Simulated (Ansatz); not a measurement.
Born–Oppenheimer molecular dynamics of CH3BClF (7 atoms, charge 0, multiplicity 1). It starts from a relaxed structure.

Computed with RKS PBE-D4/def2-SVP in Ansatz.

- ensemble: NVT, Langevin thermostat
- time step: 0.5 fs
- steps asked: 150
- set temperature: 1000 K
- friction: 0.01 /fs
- seed: 986854

Frames 1 fs apart, positions in Å.

Velocities at 45.0 fs (Å/ps):

```
B -7.23 6.86 0.01
F 11.23 1.21 -11.53
Cl -1.41 -5.18 -9.54
C 4.90 3.49 5.64
H 21.40 17.23 1.82
H -24.27 13.99 25.06
H 60.74 -12.84 -25.61
```

```xyz
7
Properties=species:S:1:pos:R:3 time_fs=45.0 energy_less_start_eV=0.447 T=1021
B 0.120 0.150 -0.182
F 0.337 -0.150 1.160
Cl 1.601 -0.073 -1.160
C -1.391 0.341 -0.615
H -1.966 -0.541 -0.397
H -2.073 1.138 -0.281
H -1.404 0.283 -1.799
7
Properties=species:S:1:pos:R:3 time_fs=46.0 energy_less_start_eV=0.526 T=911
B 0.113 0.155 -0.181
F 0.348 -0.149 1.148
Cl 1.599 -0.078 -1.170
C -1.386 0.345 -0.610
H -1.948 -0.534 -0.394
H -2.099 1.156 -0.258
H -1.345 0.274 -1.812
7
Properties=species:S:1:pos:R:3 time_fs=47.0 energy_less_start_eV=0.543 T=906
B 0.106 0.158 -0.178
F 0.359 -0.146 1.136
Cl 1.598 -0.083 -1.180
C -1.382 0.351 -0.608
H -1.937 -0.543 -0.389
H -2.118 1.176 -0.236
H -1.295 0.271 -1.796
7
Properties=species:S:1:pos:R:3 time_fs=48.0 energy_less_start_eV=0.511 T=983
B 0.101 0.159 -0.172
F 0.372 -0.144 1.124
Cl 1.596 -0.087 -1.190
C -1.378 0.358 -0.609
H -1.929 -0.565 -0.381
H -2.123 1.188 -0.221
H -1.248 0.273 -1.761
7
Properties=species:S:1:pos:R:3 time_fs=49.0 energy_less_start_eV=0.489 T=1033
B 0.097 0.161 -0.164
F 0.386 -0.140 1.113
Cl 1.595 -0.091 -1.201
C -1.374 0.364 -0.611
H -1.925 -0.595 -0.368
H -2.113 1.189 -0.216
H -1.207 0.281 -1.716
7
Properties=species:S:1:pos:R:3 time_fs=50.0 energy_less_start_eV=0.497 T=957
B 0.094 0.162 -0.155
F 0.401 -0.137 1.102
Cl 1.593 -0.096 -1.211
C -1.369 0.370 -0.612
H -1.915 -0.618 -0.355
H -2.084 1.184 -0.219
H -1.179 0.297 -1.676
7
Properties=species:S:1:pos:R:3 time_fs=51.0 energy_less_start_eV=0.535 T=824
B 0.093 0.163 -0.144
F 0.415 -0.134 1.093
Cl 1.592 -0.100 -1.220
C -1.367 0.376 -0.615
H -1.900 -0.633 -0.349
H -2.043 1.173 -0.230
H -1.162 0.317 -1.647
7
Properties=species:S:1:pos:R:3 time_fs=52.0 energy_less_start_eV=0.590 T=655
B 0.094 0.165 -0.132
F 0.428 -0.131 1.085
Cl 1.590 -0.105 -1.228
C -1.364 0.382 -0.616
H -1.885 -0.637 -0.346
H -1.998 1.155 -0.248
H -1.157 0.340 -1.637
7
Properties=species:S:1:pos:R:3 time_fs=53.0 energy_less_start_eV=0.605 T=691
B 0.096 0.166 -0.122
F 0.440 -0.128 1.079
Cl 1.587 -0.110 -1.236
C -1.361 0.386 -0.615
H -1.867 -0.623 -0.345
H -1.957 1.147 -0.260
H -1.164 0.368 -1.653
7
Properties=species:S:1:pos:R:3 time_fs=54.0 energy_less_start_eV=0.538 T=754
B 0.099 0.165 -0.113
F 0.451 -0.125 1.075
Cl 1.583 -0.115 -1.245
C -1.356 0.388 -0.614
H -1.844 -0.599 -0.346
H -1.936 1.160 -0.264
H -1.180 0.394 -1.689
7
Properties=species:S:1:pos:R:3 time_fs=55.0 energy_less_start_eV=0.470 T=768
B 0.103 0.165 -0.105
F 0.461 -0.121 1.072
Cl 1.578 -0.120 -1.253
C -1.349 0.386 -0.612
H -1.817 -0.571 -0.346
H -1.934 1.193 -0.262
H -1.199 0.419 -1.731
7
Properties=species:S:1:pos:R:3 time_fs=56.0 energy_less_start_eV=0.512 T=741
B 0.109 0.164 -0.099
F 0.471 -0.118 1.070
Cl 1.574 -0.126 -1.261
C -1.340 0.382 -0.610
H -1.792 -0.546 -0.347
H -1.935 1.240 -0.254
H -1.223 0.441 -1.771
```

Of the whole run (75 fs, mean temperature of the second half 784 K): The mean temperature of the second half is 22 % below the set value. A run of 0.075 ps of so small a system gives no equilibrium averages.

Run time: 4.4 min on 1 thread of Arm Neoverse V1, on a shared host, peak memory 0.15 GiB.
